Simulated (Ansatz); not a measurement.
The same group exchange along the group F, Cl, Br.

Isolated molecules relaxed with PBE0-D4/def2-TZVP in Ansatz; ΔE leaves out vibrations. CCSD(T)/CBS is the MP2 limit (def2-TZVPP, def2-QZVPP) plus CCSD(T) − MP2 in def2-TZVPP, frozen cores. This one scheme is used for every species. DFT in def2-TZVPP. def2 core potentials past Kr. For Br, Cd outer-core shells are correlated without core-valence functions, which leaves a few kJ/mol of doubt a bond. Scalar relativity is left out up to krypton. One conformer a species, not always the lowest.

```json
{"reaction": "`[OH][Cd][F]` + CH₄ → `[CH3][Cd][F]` + H₂O", "ωB97X-V (eV)": "0.12", "CCSD(T)/CBS(def2) (eV)": "0.06"}
{"reaction": "`[OH][Cd][Cl]` + CH₄ → `[CH3][Cd][Cl]` + H₂O", "ωB97X-V (eV)": "0.19", "CCSD(T)/CBS(def2) (eV)": "0.13"}
{"reaction": "`[OH][Cd][Br]` + CH₄ → `[CH3][Cd][Br]` + H₂O", "ωB97X-V (eV)": "0.21", "CCSD(T)/CBS(def2) (eV)": "0.15"}
```

Largest T1 diagnostic: 0.017, for `[OH][Cd][F]`.
